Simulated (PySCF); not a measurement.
Ar⁺ (argon, charge +1) across methods

[Ne] 3s2 3p5, 2P determinant. Calculation: PySCF 2.14, in aug-cc-pVTZ-DK (6s5p3d2f, 50 functions); scalar relativity by spin-free X2C-1e.

```
   method  E (hartree)  mean ε 3s β (eV)  mean ε 3p α (eV)  mean ε 3p β (eV)  Σ⟨r²⟩ (bohr²)   ⟨S²⟩
    wB97X    -528.7906           -41.205           -27.034           -25.900          20.01  0.753
     PBE0    -528.6245           -38.503           -24.508           -23.329          20.06  0.754
BHandHLYP    -528.7948           -40.958           -26.193           -24.985          20.12  0.754
      LDA    -527.1451           -36.003           -22.669           -21.578          20.18  0.751
   r2SCAN    -528.7486           -36.622           -23.203           -21.984          20.04  0.755
      UHF   -528.08702           -44.999           -29.135           -27.614          20.16  0.759
      PBE    -528.5850           -35.923           -22.627           -21.536          20.12  0.753
   M06-2X    -528.7870           -40.582           -26.121           -24.943          20.10  0.752
```

**Question.** Estimate the same row for MN15.

**Answer.** E (hartree) = -528.9108; mean ε 3s β (eV) = -38.751; mean ε 3p α (eV) = -25.305; mean ε 3p β (eV) = -24.305; Σ⟨r²⟩ (bohr²) = 19.92; ⟨S²⟩ = 0.752.
